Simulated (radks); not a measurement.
Charge is removed step by step from the 5s down level of the lanthanum ion La2+, starting from [Kr] 4d10 5s(up 1, down 1) 5p6 5d1. Calculated with a radial shooting solver on a logarithmic mesh with Libxc functionals: scalar-relativistic Kohn-Sham, PBEsol, spin-polarised, spherical densities, finite nucleus; open shells are filled with parallel spins first (spin-orbit coupling, left out, can overturn this in heavy ions); Fermi nuclear charge, rms radius 4.855 fm.

removed (e)	E - E(0) (eV)	eigenvalue (eV)	E minus straight line (eV)
0	0.000	-51.349	0.000
0.125	6.509	-52.820	-0.656
0.25	13.202	-54.304	-1.128
0.375	20.082	-55.800	-1.414
0.5	27.149	-57.307	-1.512
0.625	34.405	-58.826	-1.421
0.75	41.852	-60.355	-1.139
0.875	49.490	-61.893	-0.666
1	57.321	-63.440	0.000

Removing the whole electron costs 57.321 eV by Delta-SCF, against 51.349 eV from minus the eigenvalue at the starting occupation. Slater's transition state (half an electron removed) gives 57.307 eV. Integrating minus the eigenvalue over the occupation (Janak's theorem) gives 57.336 eV. In this scalar-relativistic scheme the density is built from large components alone, so the theorem holds only approximately. The mean slope of the eigenvalue, de/dn, is 12.1 eV per electron.
